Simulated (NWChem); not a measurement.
All runs are NWChem calculations. System: HFPbS, charge 0, spin multiplicity 1, at a geometry optimised with B3LYP/def2-SVP with def2 effective core potentials on Pb. The structure started from a generated list of species. Level: G0W0@PBE0/def2-SVPD with def2 effective core potentials on Pb, RI basis def2-svpd-rifit, no spin-orbit coupling.

Part of the output:

```
             Northwest Computational Chemistry Package (NWChem) 7.3.0
             --------------------------------------------------------

                                NWChem Input Module
                                -------------------

 Scaling coordinates for geometry "geometry" by  1.889725989
 (inverse scale =  0.529177249)

 Turning off AUTOSYM since
 SYMMETRY directive was detected!

                             Geometry "geometry" -> ""
                             -------------------------

 Output coordinates in angstroms (scale by  1.889725989 to convert to a.u.)

  No.       Tag          Charge          X              Y              Z
 ---- ---------------- ---------- -------------- -------------- --------------
    1 Pb                  82.0000    -0.36875400    -0.19953500     0.00000000
    2 F                    9.0000     1.08756200    -1.66898900     0.00000000
    3 S                   16.0000     1.26312600     1.79365300     0.00000000
    4 H                    1.0000     0.23977100     2.68432500     0.00000000

 Effective nuclear repulsion energy (a.u.)     502.3013146748

            Nuclear Dipole moment (a.u.)
            ----------------------------
        X                 Y               Z
 ---------------- ---------------- ----------------
     0.0000321253     0.0000037795     0.0000000000

      Symmetry information
      --------------------

 Group name             Cs
 Group number              2
 Group order               2
 No. of unique centers     4

      Symmetry unique atoms

     1    2    3    4


 Summary of "ao basis" -> "" (spherical)
 ------------------------------------------------------------------------------
       Tag                 Description            Shells   Functions and Types
 ---------------- ------------------------------  ------  ---------------------
 *                         def2-svpd                  on all atoms

 Summary of "ri basis" -> "" (spherical)
 ------------------------------------------------------------------------------
       Tag                 Description            Shells   Functions and Types
 ---------------- ------------------------------  ------  ---------------------
 *                      def2-svpd-rifit               on all atoms

                                 NWChem DFT Module
                                 -----------------

 Summary of "ao basis" -> "ao basis" (spherical)
 ------------------------------------------------------------------------------
       Tag                 Description            Shells   Functions and Types
 ---------------- ------------------------------  ------  ---------------------
 Pb                        def2-svpd                12       32   5s4p3d
 F                         def2-svpd                 9       23   4s3p2d
 S                         def2-svpd                11       27   5s4p2d
 H                         def2-svpd                 4        8   2s2p

 Summary of "ao basis" -> "ao basis" (spherical)
 ------------------------------------------------------------------------------
       Tag                 Description            Shells   Functions and Types
 ---------------- ------------------------------  ------  ---------------------
 Pb                        def2-svpd                12       32   5s4p3d
 F                         def2-svpd                 9       23   4s3p2d
 S                         def2-svpd                11       27   5s4p2d
 H                         def2-svpd                 4        8   2s2p

      Symmetry analysis of basis
      --------------------------

        a'         63
        a"         27

            General Information
            -------------------
          SCF calculation type: DFT
          Wavefunction type:  closed shell.
          No. of atoms     :     4
          No. of electrons :    48
           Alpha electrons :    24
            Beta electrons :    24
          Charge           :     0
          Spin multiplicity:     1
          Use of symmetry is: on ; symmetry adaption is: on
          Maximum number of iterations: 100
          This is a Direct SCF calculation.
          AO basis - number of functions:    90
                     number of shells:    36
[...]
     3      0.219240  1 Pb s                  1     -0.149357  1 Pb s
     4      0.143771  1 Pb s                 12     -0.144087  1 Pb px
    44     -0.110811  2 F  py                18     -0.107818  1 Pb d -2
    13      0.102328  1 Pb py                68     -0.101000  3 S  py

 Vector   23  Occ=2.000000D+00  E=-2.825912D-01  Symmetry=a'
              MO Center=  5.8D-01,  9.1D-01, -2.3D-16, r^2= 4.3D+00
   Bfn.  Coefficient  Atom+Function         Bfn.  Coefficient  Atom+Function
  ----- ------------  ---------------      ----- ------------  ---------------
    67      0.367700  3 S  px                68      0.350659  3 S  py
     3      0.297678  1 Pb s                  4      0.287413  1 Pb s
    64      0.260134  3 S  px                12     -0.255870  1 Pb px
    65      0.253250  3 S  py                 1     -0.202240  1 Pb s
    37     -0.190419  2 F  px                13     -0.154511  1 Pb py

 Vector   24  Occ=2.000000D+00  E=-2.748655D-01  Symmetry=a"
              MO Center=  1.1D+00,  1.6D+00, -1.1D-14, r^2= 2.1D+00
   Bfn.  Coefficient  Atom+Function         Bfn.  Coefficient  Atom+Function
  ----- ------------  ---------------      ----- ------------  ---------------
    69      0.580299  3 S  pz                66      0.424397  3 S  pz
    63      0.241435  3 S  pz                14      0.147556  1 Pb pz
    72      0.098710  3 S  pz                39      0.076250  2 F  pz
    17      0.068274  1 Pb pz                19     -0.057634  1 Pb d -1
    42     -0.053029  2 F  pz                11     -0.050492  1 Pb pz

 Vector   25  Occ=0.000000D+00  E=-1.040331D-01  Symmetry=a"
              MO Center= -3.5D-01, -4.5D-02, -1.0D-13, r^2= 4.0D+00
   Bfn.  Coefficient  Atom+Function         Bfn.  Coefficient  Atom+Function
  ----- ------------  ---------------      ----- ------------  ---------------
    17      0.582308  1 Pb pz                14      0.569940  1 Pb pz
    69     -0.230209  3 S  pz                11     -0.192149  1 Pb pz
     8     -0.186427  1 Pb pz                66     -0.153255  3 S  pz
    39      0.140923  2 F  pz                42     -0.105927  2 F  pz
    63     -0.084590  3 S  pz                45     -0.071950  2 F  pz

 Vector   26  Occ=0.000000D+00  E=-3.789211D-02  Symmetry=a'
              MO Center= -6.3D-01,  5.1D-02, -6.5D-15, r^2= 5.3D+00
   Bfn.  Coefficient  Atom+Function         Bfn.  Coefficient  Atom+Function
  ----- ------------  ---------------      ----- ------------  ---------------
    16      0.663808  1 Pb py                 4     -0.450866  1 Pb s
    13      0.447151  1 Pb py                15     -0.420835  1 Pb px
    36      0.364981  2 F  s                 60      0.319117  3 S  s
    43     -0.223655  2 F  px                12     -0.186158  1 Pb px
    28     -0.181189  1 Pb d -2              37      0.166827  2 F  px

 Vector   27  Occ=0.000000D+00  E=-3.068707D-02  Symmetry=a'
              MO Center= -7.2D-01, -1.5D-03,  2.9D-15, r^2= 6.9D+00
   Bfn.  Coefficient  Atom+Function         Bfn.  Coefficient  Atom+Function
  ----- ------------  ---------------      ----- ------------  ---------------
     5      0.892005  1 Pb s                  4     -0.723886  1 Pb s
    60     -0.595484  3 S  s                 15     -0.498691  1 Pb px
    12     -0.391235  1 Pb px                 3     -0.342167  1 Pb s
    68     -0.297270  3 S  py                59      0.272634  3 S  s
    36      0.224938  2 F  s                  1      0.213759  1 Pb s

 center of mass
 --------------
 x =  -0.11197744 y =  -0.09562657 z =   0.00000000

 moments of inertia (a.u.)
 ------------------
         609.428926664186        -189.707922424071           0.000000000000
        -189.707922424071         360.348587762323           0.000000000000
           0.000000000000           0.000000000000         969.777514426509

     Multipole analysis of the density
     ---------------------------------

     L   x y z        total         alpha         beta         nuclear
     -   - - -        -----         -----         ----         -------
     0   0 0 0     -0.000000    -24.000000    -24.000000     48.000000

     1   1 0 0     -1.883854    -21.847263    -21.847263     41.810673
     1   0 1 0      0.421916    -11.101038    -11.101038     22.623992
     1   0 0 1     -0.000000     -0.000000     -0.000000      0.000000

     2   2 0 0    -36.745197    -88.404662    -88.404662    140.064127
     2   1 1 0      0.288299    -39.451746    -39.451746     79.191791
     2   1 0 1     -0.000000     -0.000000     -0.000000      0.000000
     2   0 2 0    -38.415316   -170.310619   -170.310619    302.205922
     2   0 1 1     -0.000000     -0.000000     -0.000000      0.000000
     2   0 0 2    -33.089988    -16.544994    -16.544994      0.000000

 Task  times  cpu:        8.4s     wall:        8.4s

                                NWChem Input Module
                                -------------------

                                 NWChem GW Module
                                 ----------------

                             ***********************
                             ***        GW       ***
                             ***********************

 Summary of "ri basis" -> "ri basis" (spherical)
 ------------------------------------------------------------------------------
       Tag                 Description            Shells   Functions and Types
 ---------------- ------------------------------  ------  ---------------------
 Pb                     def2-svpd-rifit             35      137   10s9p8d6f2g
 F                      def2-svpd-rifit             20       64   7s6p5d2f
 S                      def2-svpd-rifit             24       78   9s6p6d3f
 H                      def2-svpd-rifit              9       23   4s3p2d

                 Memory Information
                 ------------------
          Available GA per process is          1699.9 MBs
          Available stack per process is        700.0 MBs
          Available heap per process is           0.0 MBs

          Peak memory in Initialization
              Peak GA per process is                  6.1 MBs
              Peak stack per process is               0.1 MBs
              Peak heap per process is                6.4 MBs
              Memory not in MA per process            0.0 MBs

          Peak memory in AFF Calculation
              Peak GA per process is                 28.1 MBs
              Peak stack per process is              19.1 MBs
              Peak heap per process is                0.0 MBs
              Memory not in MA per process           19.1 MBs

          Computing 2-center integrals
          Computing Inverse Cholesky factor
          Computing 3-center integrals
          Computing V_xc ...

          Computing Sigma_x
          Computing RPA polarizability
          Solving quasiparticle equations

                  Alpha Orbitals
          State     Energy (eV)     Error (eV)
          -----------------------------------
@GW        21        -11.576           0.003
@GW        22        -11.461           0.003
@GW        23         -9.009           0.003
@GW        24         -8.706           0.003
@GW        25         -0.648           0.005
@GW        26          0.984           0.004

   Applying  -1.2261 eV scissor-shift to rest of particle states

   Applying   2.1833 eV scissor-shift to rest of hole states

     GW Timing Statistics
   ------------------------
   Init.   :          0.1s
     ERIs  :          0.6s
     Distr.:          0.0s
     Vxc   :          1.0s
   Sigma_x :          0.0s
   RPA     :          0.9s
   Wmn     :          0.0s
   Sigma_c :          0.0s
   GW total:          2.7s

 Task  times  cpu:        2.7s     wall:        2.7s

 Total times  cpu:       11.1s     wall:       11.1s
```

Q: Write an NWChem input that would produce this output.

A: One answer among several that fit: 
```
start mol
memory heap 200 mb stack 700 mb global 1700 mb
geometry units angstroms nocenter noautoz
  Pb    -0.368754    -0.199535     0.000000
  F      1.087562    -1.668989     0.000000
  S      1.263126     1.793653     0.000000
  H      0.239771     2.684325     0.000000
  symmetry group Cs
end
basis spherical
  * library def2-svpd
end
ecp
  Pb library def2-ecp
end
basis "ri basis" bse spherical
  * library def2-svpd-rifit
end
dft
  xc pbe0
  iterations 100
  direct
  tolerances tight
end
task dft energy
gw
  states alpha occ 4 vir 2
end
task dft gw
```
